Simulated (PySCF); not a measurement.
A PySCF script (with the pyscf-properties extension) for the NMR shieldings of `InChI=1S/C5H14FPSi2/c6-9(7)3-1-2-5(9)4-8/h5H,1-4,7H2,8H3/t5-,9-/m1/s1`, on a GFN2-xTB geometry:

```python
import basis_set_exchange as bse
import numpy as np
from pyscf import gto, dft
from pyscf.prop import nmr

atoms = """
F    -0.825913    1.412978   -1.930397
Si   -0.679689    0.997698   -0.352836
P     0.235541    2.633840    0.880480
C    -2.355905    0.349454    0.277959
C    -2.167052   -1.169373    0.294585
C    -0.730059   -1.469144    0.710127
C     0.215956   -0.681654   -0.205501
C     1.643385   -0.636998    0.332974
Si    2.917336   -0.030662   -0.941690
H    -0.764961    3.544574    0.586819
H     1.033865    3.090711   -0.152537
H    -2.559089    0.707923    1.287247
H    -3.202678    0.633552   -0.342594
H    -2.878196   -1.650471    0.968070
H    -2.333925   -1.563656   -0.709904
H    -0.580799   -1.142479    1.742591
H    -0.522629   -2.540271    0.663159
H     0.219803   -1.170179   -1.185349
H     1.670470    0.001093    1.221980
H     1.927655   -1.639280    0.667303
H     4.239772   -0.008264   -0.313928
H     2.928317   -0.954610   -2.078891
H     2.564044    1.312201   -1.409589
"""
names = dict.fromkeys(["F", "Si", "P", "C", "H"], "pcSseg-1")
basis = {el: gto.basis.parse(bse.get_basis(n, elements=[el], fmt="nwchem")) for el, n in names.items()}
mol = gto.M(atom=atoms, basis=basis, charge=0, verbose=0)
mf = dft.RKS(mol, xc="PBE0")
mf.grids.level = 2
mf.grids.alignment = dft.numint.BLKSIZE   # the property module wants whole blocks of grid points
mf.conv_tol = 1e-9
mf.kernel()

calc = nmr.RKS(mf)   # GIAO
C = mf.mo_coeff
Co = C[:, mf.mo_occ > 0]
resp = mf.gen_response(singlet=True, hermi=2)
def vind(x):   # induced exchange potential for any number of trial vectors
    d = np.einsum("pi,xij,qj->xpq", C, 2 * x.reshape(-1, C.shape[1], Co.shape[1]), Co, optimize=True)
    return np.einsum("xpq,pi,qj->xij", resp(d - d.transpose(0, 2, 1)), C, Co, optimize=True).ravel()
mo1, _ = nmr.rhf.solve_mo1(calc, with_cphf=vind)
sigma = calc.kernel(mo1)
for i, s in enumerate(sigma):   # ppm
    w = np.linalg.eigvalsh((s + s.T) / 2)
    print("%2d %-2s iso %8.1f  s11 %8.1f  s22 %8.1f  s33 %8.1f" % (i, mol.atom_pure_symbol(i), w.mean(), *w))
```

**Question.** What are the results?

**Answer.** 
```
 0 F  iso    337.3  s11    312.3  s22    333.0  s33    366.4
 1 Si iso    276.6  s11    241.9  s22    266.9  s33    320.9
 2 P  iso    611.2  s11    561.5  s22    622.7  s33    649.3
 3 C  iso    166.6  s11    152.1  s22    170.1  s33    177.6
 4 C  iso    157.8  s11    140.7  s22    160.8  s33    172.0
 5 C  iso    144.2  s11    115.3  s22    149.5  s33    167.6
 6 C  iso    154.4  s11    142.0  s22    155.1  s33    166.2
 7 C  iso    174.5  s11    164.1  s22    168.7  s33    190.7
 8 Si iso    419.3  s11    390.8  s22    400.3  s33    466.9
 9 H  iso     30.4  s11     24.9  s22     27.3  s33     38.9
10 H  iso     30.2  s11     24.4  s22     28.0  s33     38.3
11 H  iso     31.1  s11     26.4  s22     29.7  s33     37.2
12 H  iso     30.6  s11     25.8  s22     28.1  s33     37.9
13 H  iso     29.7  s11     24.1  s22     27.3  s33     37.8
14 H  iso     30.1  s11     25.8  s22     27.9  s33     36.6
15 H  iso     30.8  s11     27.1  s22     30.1  s33     35.1
16 H  iso     29.7  s11     24.6  s22     28.3  s33     36.1
17 H  iso     30.6  s11     26.1  s22     30.6  s33     35.2
18 H  iso     30.9  s11     26.5  s22     30.8  s33     35.3
19 H  iso     30.7  s11     24.9  s22     29.8  s33     37.6
20 H  iso     27.8  s11     24.3  s22     24.9  s33     34.1
21 H  iso     27.9  s11     24.4  s22     25.8  s33     33.5
22 H  iso     27.9  s11     23.5  s22     29.1  s33     31.1
```

These numbers come from an equivalent density-fitted implementation of the same equations, which agrees with the script to about 0.01 ppm for H and up to a few tenths of a ppm for heavy atoms, so last digits may differ.

**Question.** Turn these shieldings into chemical shifts. References, each an isolated molecule treated in the same way: CFCl3 for 19F (σ = 170.95 ppm); 29Si (σ = 349.16 ppm), 13C (σ = 186.93 ppm), 1H (σ = 31.72 ppm) vs TMS; H3PO4 for 31P (σ = 318.38 ppm).

**Answer.** Averaging equivalent atoms: F 0: -166.3; Si 1: 72.6; Si 8: -70.2; P 2: -292.8; C 5: 42.8; C 6: 32.5; C 4: 29.1; C 3: 20.3; C 7: 12.4; H 20/21/22: 3.87; H 16: 2.01; H 13: 1.99; H 14: 1.59; H 9/10: 1.42; H 12: 1.13; H 17: 1.08; H 19: 0.97; H 15: 0.96; H 18: 0.86; H 11: 0.62 ppm. Unscaled 19F shifts against computed CFCl3 carry errors that often reach 10 to 50 ppm. Experimental scales use liquid or dissolved standards, which lie at an offset from isolated H3PO4.

Size and cost of the density-fitted run: 244 basis functions, 70 s wall time on 1 thread of an Arm Neoverse V1, shared host; peak memory 1.1 GiB.
